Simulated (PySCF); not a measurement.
## Fine-structure interval of Cd¹⁷⁺ by level of theory

Cd¹⁷⁺ [Ar] 3d10 4s2 4p1 [4p1/2^1, M_J = 1/2] → Cd¹⁷⁺ [Ar] 3d10 4s2 4p1 [4p3/2^1, M_J = 3/2], as a difference of total energies. Computed with PySCF 2.14 in an even-tempered Gaussian basis (18 s from 0.94 bohr⁻², ratio 2.8; 13 p from 1.2 bohr⁻², ratio 2.8; 9 d from 2.2 bohr⁻², ratio 2.8; 4 f from 6.4 bohr⁻², ratio 3), with the two-component X2C-1e Hamiltonian. Correlated levels: [Ne] frozen; the 86 highest virtual spinors dropped. "Screened" scales the spin-orbit matrix elements by Boettger's factors to mimic the two-electron term; Breit and QED terms are absent.

```csv
method,fine-structure interval (cm⁻¹)
GHF (screened spin-orbit),73479
GMP2 (screened spin-orbit),72086
GHF (bare spin-orbit),76747
```
